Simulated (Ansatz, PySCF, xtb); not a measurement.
Noncovalent pair: NH3 (SMILES N) (first 4 atoms) with C2H6O (SMILES CCO); geometry from B3LYP-D3(BJ)/def2-TZVP, rigid monomers moved along the line of their centres of mass till N1···H13 is 2.23 Å.
(charge 0, multiplicity 1):
```xyz
13

N      0.0276    -0.0664     0.4609
H     -0.9204    -0.3453     0.2349
H      0.2749     0.7025    -0.1520
H      0.6387    -0.8444     0.2399
C     -0.1261    -1.2460     4.5164
C     -0.5082     0.2181     4.3398
O      0.3759     0.9182     3.4864
H     -0.7982    -1.7441     5.2205
H      0.8949    -1.3285     4.8932
H     -0.1798    -1.7792     3.5639
H     -1.5438     0.2890     3.9767
H     -0.4747     0.7290     5.3049
H      0.2694     0.5681     2.5805
```

Interaction energies are E(AB) − E(A) − E(B) at the monomers' geometry in the complex; basis-set methods are counterpoise corrected. Rows marked so take none.

Correlated levels freeze the cores. Rows in 6-31G* carry no dispersion term and start afresh at each structure (6-31G* with six Cartesian d functions). MP2/6-31G* freezes PySCF's default core.

Codes used: Ansatz (an electronic-structure program) with Gaussian orbitals; PySCF for 6-31G* rows; xtb for the GFN methods. Values without a source in brackets are computed.

**Question.** What is the computed interaction energy (GFN2-xTB)?

**Answer.** -4.4 kcal/mol

**Question.** Give the interaction energy at the level CCSD(T)/aug-cc-pVDZ.

**Answer.** -5.7 kcal/mol

**Question.** Estimate the interaction energy that MP2/6-31G* (no counterpoise) returns for this input.

**Answer.** -8.3 kcal/mol
